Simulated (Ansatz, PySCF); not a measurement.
C2H9NSn, SMILES C[CH2][SnH2][NH2].

The structure is a stationary point at r2SCAN-D4/def2-SVP. The structure was generated by enumeration; whether it is a known compound was not checked. The def2 effective core potentials stand for the cores of Sn; spin–orbit coupling is left out. The values are those of a single conformer.

Vertical ionisation energy (IE) and electron affinity (EA) in eV. Rows of orbital energies are one-electron estimates. Where ΔSCF, EOM or ADC give a negative EA the extra electron is unbound and the value depends on the basis.

| level | IE | EA |
|---|---|---|
| −ε(HOMO), −ε(LUMO), ωB97X/def2-TZVP (PySCF) | 9.46 | -1.79 |
| −ε(HOMO), −ε(LUMO), PBE/def2-TZVP (PySCF) | 5.67 | 0.77 |
| ΔSCF, PBE0/def2-SVPD (Ansatz), final states of multiplicity 2 and 2 | 9.07 | -1.22 |
| ΔSCF, PBE/def2-SVPD (Ansatz), final states of multiplicity 2 and 2 | 8.76 | -1.06 |

Task: What vertical singlet–triplet gap does ΔSCF give with PBE0/def2-SVPD (Ansatz, an electronic-structure program) and with PBE/def2-SVPD (Ansatz)? (The exact figures need the calculation; the answer reports its results.)

Result: 5.23 and 5.01 eV (triplet above singlet where positive).
